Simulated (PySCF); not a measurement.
PySCF 2.14 output of an unrestricted MN15 calculation on a single atom or ion in aug-cc-pVQZ-DK, with scalar relativity by spin-free X2C-1e:

```
SCF conv_tol = 1e-09
number electrons alpha = 15  beta = 14
    H. S. Yu, X. He, S. L. Li, and D. G. Truhlar.,  Chem. Sci. 7, 5032-5051 (2016)
    H. S. Yu, X. He, S. L. Li, and D. G. Truhlar.,  Chem. Sci. 7, 5032-5051 (2016)
cycle= 1 E= -1796.27188005624  delta_E= 0.0056  |g|= 0.221  |ddm|= 3.16
cycle= 2 E= -1796.34314744397  delta_E= -0.0713  |g|= 0.348  |ddm|= 2.84
cycle= 3 E= -1796.35833911927  delta_E= -0.0152  |g|= 0.0369  |ddm|= 0.176
cycle= 4 E= -1796.35587652831  delta_E= 0.00246  |g|= 0.0531  |ddm|= 0.424
cycle= 5 E= -1796.35986261486  delta_E= -0.00399  |g|= 0.00882  |ddm|= 0.353
cycle= 6 E= -1796.35997165127  delta_E= -0.000109  |g|= 0.00432  |ddm|= 0.0475
cycle= 7 E= -1796.35998214597  delta_E= -1.05e-05  |g|= 0.00139  |ddm|= 0.0262
cycle= 8 E= -1796.35998425858  delta_E= -2.11e-06  |g|= 0.000799  |ddm|= 0.0145
cycle= 9 E= -1796.35998526878  delta_E= -1.01e-06  |g|= 4.77e-05  |ddm|= 0.00552
cycle= 10 E= -1796.35998527296  delta_E= -4.18e-09  |g|= 7.71e-06  |ddm|= 0.000247
cycle= 11 E= -1796.35998527304  delta_E= -7.53e-11  |g|= 2.17e-06  |ddm|= 5.8e-05
converged SCF energy = -1796.35998527304  <S^2> = 0.75062753  2S+1 = 2.0006274
```

The run itself started from symmetry-adapted Hartree-Fock orbitals and held the occupation by maximum overlap, on a logarithmic radial grid, so the iterations belong to that start.

Question: Which element, charge and spin multiplicity is this?

Answer: Zn⁺ (zinc, charge +1), multiplicity 2; the state was [Ar] 3d10 4d1, 2D determinant (an excited configuration).

The outer electron is Rydberg-like, and this basis confines it to a smaller radius and binds it less than a complete one would.
